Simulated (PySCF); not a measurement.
Isomers of C8H9F, one GFN2-xTB conformer each. Single-point energies are computed at PBE0/pcSseg-1 (PySCF, gas phase, no added dispersion term), electronic only.

Task: Rank them by PBE0/pcSseg-1 energy, lowest first (kcal/mol).
A. `[F:1][CH2:2][C:3]1=[CH:4][CH:5]=[CH:6][C:7]12[CH2:8][CH2:9]2` with F1–C2–C3–C4 116°
B. `[CH2:1]=[CH:2][C@@H:3]1[CH:4]=[CH:5][C@@H:6]2[CH2:7][C@:8]12[F:9]` with C1–C2–C3–C4 -119°
C. `[CH2:1]=[C:2]1[CH:3]=[C:4]([F:5])/[C:6]1=[CH:7]\[CH2:8][CH3:9]` with C6–C7–C8–C9 117°

Result: A (0.0), B (10.8), C (21.7).

As drawn, the lowest has a three-membered ring and a quaternary carbon, which the highest lacks; the highest has a four-membered ring, which the lowest lacks. GFN2-xTB itself gives, in the same order: 0.0, 12.0, 29.0. Both levels put the same isomer lowest; measured from each level's own lowest isomer, the values differ by up to 7.3 kcal/mol (C=C1C=C(F)/C1=C\CC: 29.0 against 21.7).

Task: Which frontier levels, dipoles and rotational constants go with these structures?

Result: 
| SMILES | HOMO (eV, PBE0/pcSseg-1) | LUMO (eV) | dipole (D) | A, B, C (MHz) |
| --- | --- | --- | --- | --- |
| FCC1=CC=CC12CC2 | -6.37 | -0.87 | 1.57 | 2353, 1658, 1108 |
| C=C[C@@H]1C=C[C@@H]2C[C@]12F | -6.98 | -0.15 | 1.51 | 2517, 1519, 1156 |
| C=C1C=C(F)/C1=C\CC | -6.64 | -0.85 | 0.68 | 2335, 1163, 816.2 |

Task: As an exercise, what shares would exp(−E/RT) give at 2000 K from these electronic energies alone (no entropy, no degeneracies)?

Result: RT = 3.974 kcal/mol: FCC1=CC=CC12CC2 93.5 %, C=C[C@@H]1C=C[C@@H]2C[C@]12F 6.1 %, C=C1C=C(F)/C1=C\CC 0.4 %.
